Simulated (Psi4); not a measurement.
O₂ (SMILES O=O), triplet, geometry from GFN2-xTB.

The Psi4 input:
```
memory 2 GB

molecule {
0 3
  O    -0.00000000   -0.00000000   -0.60491107
  O     0.00000000    0.00000000    0.60491107
}

set basis 6-31g*
set reference uhf

energy('lccd')
print_variables()
```

What does this run give for the number of basis functions, SCF-reference <S^2>, total energy, nuclear repulsion energy, MP2 correlation energy?


- number of basis functions = 30
- SCF-reference <S^2> = 2.035
- total energy = -149.958734 Ha
- nuclear repulsion energy = 27.9937 Eh
- MP2 correlation energy = -0.3383 Eh

These values belong to the state on which the SCF converged, which isn't shown to be the lowest.
